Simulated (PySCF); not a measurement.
Cl4Se, charge -1, doublet, geometry from GFN2-xTB (a state made from the parent by changing its charge; the spin is typed, not shown lowest) (in this run its highest filled SCF level lies above zero, so its values depend strongly on the basis, on diffuse functions most of all); B3LYP/STO-3G in PySCF.

PySCF was given this input:
```python
from pyscf import gto, scf, dft

mol = gto.M(
    atom='''
Se    0.027561   -0.034455    0.547568
Cl    0.925975   -1.150438   -1.022558
Cl    1.878870    1.387565    0.606973
Cl   -1.102224    1.370333   -1.285446
Cl   -1.757745   -1.538548    0.605896
''',
    basis='sto-3g',
    charge=-1,
    spin=1,
    verbose=4,
)

mf = dft.UKS(mol)
mf.xc = 'b3lyp'
mf.conv_tol = 1e-7
mf.kernel()
```

The log (banner, timings and long lists left out):

```
PySCF version 2.14.0

[INPUT] verbose = 4
[INPUT] num. atoms = 5
[INPUT] num. electrons = 103
[INPUT] charge = -1
[INPUT] spin (= nelec alpha-beta = 2S) = 1
[INPUT] symmetry False subgroup None
[INPUT] Mole.unit = angstrom
[INPUT] Symbol           X                Y                Z      unit          X                Y                Z       unit  Magmom
[INPUT]  1 Se     0.027561000000  -0.034455000000   0.547568000000 AA    0.052082741719  -0.065110513622   1.034753554576 Bohr   0.0
[INPUT]  2 Cl     0.925975000000  -1.150438000000  -1.022558000000 AA    1.749839148194  -2.174012743292  -1.932354566483 Bohr   0.0
[INPUT]  3 Cl     1.878870000000   1.387565000000   0.606973000000 AA    3.550549723662   2.622117830032   1.147012735006 Bohr   0.0
[INPUT]  4 Cl    -1.102224000000   1.370333000000  -1.285446000000 AA   -2.082901487923   2.589554069454  -2.429140887918 Bohr   0.0
[INPUT]  5 Cl    -1.757745000000  -1.538548000000   0.605896000000 AA   -3.321656646824  -2.907434349497   1.144977499969 Bohr   0.0

nuclear repulsion = 788.030816279449
number of shells = 28
number of NR pGTOs = 162
number of NR cGTOs = 54
basis = sto-3g
ecp = {}

******** <class 'pyscf.dft.uks.UKS'> ********
method = UKS
initial guess = minao
damping factor = 0
level_shift factor = 0
DIIS = <class 'pyscf.scf.diis.CDIIS'>
diis_start_cycle = 1
diis_space = 8
diis_damp = 0
SCF conv_tol = 1e-07
SCF conv_tol_grad = None
SCF max_cycles = 50
direct_scf = True
direct_scf_tol = 1e-13
number electrons alpha = 52  beta = 51
XC library pyscf.dft.libxc version 7.1.2
    S. Lehtola, C. Steigemann, M. J. T. Oliveira, and M. A. L. Marques,  SoftwareX 7, 1–5 (2018)
XC functionals = b3lyp
    P. J. Stephens, F. J. Devlin, C. F. Chabalowski, and M. J. Frisch,  J. Phys. Chem. 98, 11623 (1994)
radial grids:
    Treutler-Ahlrichs [JCP 102, 346 (1995); DOI:10.1063/1.469408] (M4) radial grids

becke partition: Becke, JCP 88, 2547 (1988); DOI:10.1063/1.454033
pruning grids: <function nwchem_prune>
grids dens level: 3
symmetrized grids: False
atomic radii adjust function: <function treutler_atomic_radii_adjust>
small_rho_cutoff = 0
Set gradient conv threshold to 0.000316228
tot grids = 95944
init E= -4191.47338283005

cycle= 1 E= -4195.56222512502  delta_E= -4.09  |g|= 0.14  |ddm|= 2.43
cycle= 2 E= -4195.57008435779  delta_E= -0.00786  |g|= 0.0793  |ddm|= 0.833
cycle= 3 E= -4195.58269679319  delta_E= -0.0126  |g|= 0.0217  |ddm|= 0.509
cycle= 4 E= -4195.58369216531  delta_E= -0.000995  |g|= 0.01  |ddm|= 0.12
cycle= 5 E= -4195.58382937857  delta_E= -0.000137  |g|= 0.0014  |ddm|= 0.0326
cycle= 6 E= -4195.58383975579  delta_E= -1.04e-05  |g|= 0.000286  |ddm|= 0.0183
cycle= 7 E= -4195.5838404027  delta_E= -6.47e-07  |g|= 0.000121  |ddm|= 0.00445
cycle= 8 E= -4195.5838405118  delta_E= -1.09e-07  |g|= 2.35e-05  |ddm|= 0.00252
cycle= 9 E= -4195.58384051421  delta_E= -2.4e-09  |g|= 3.16e-06  |ddm|= 0.00023
Extra cycle  E= -4195.58384051426  delta_E= -5.64e-11  |g|= 1.71e-06  |ddm|= 3.73e-05
converged SCF energy = -4195.58384051426  <S^2> = 0.75314639  2S+1 = 2.0031439
```
